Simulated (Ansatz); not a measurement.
This geometry of CHOSSi (5 atoms, charge 0, multiplicity 2) is a first-order saddle point.

Theory: UKS BLYP-D4/def2-SVP (Ansatz).

```xyz
5
Properties=species:S:1:pos:R:3
O 1.218 1.170 -1.035
C 0.356 0.653 -0.376
Si 0.305 -1.379 0.137
S -1.349 -1.670 1.234
H -0.530 1.226 0.040
```

(1) Which two structures does it join? (They come from a converged band through this point; their orientation in space is the band's.)

(2) How far does it lie above each of them?

Answers

(1) No bond is made or broken. The dihedral O1–C2–Si3–S4 goes from -102 to 102°. The two ends are copies of one structure, up to a mirror image or an exchange of like atoms.

Image 0:

```xyz
5
Properties=species:S:1:pos:R:3
O 0.402 0.421 -1.666
C 0.175 0.577 -0.493
Si 0.788 -0.742 0.962
S -0.945 -1.716 1.295
H -0.420 1.459 -0.098
```

Image 6:

```xyz
5
Properties=species:S:1:pos:R:3
O 1.585 0.706 -0.314
C 0.385 0.628 -0.253
Si -0.659 -1.091 -0.690
S -1.043 -1.738 1.180
H -0.269 1.495 0.077
```

(2) 0.082 eV above the first and 0.082 eV above the second. This is the barrier of this one path; another mechanism may lie lower.

Time of the run: 2 min on 1 CPU thread of a shared host.
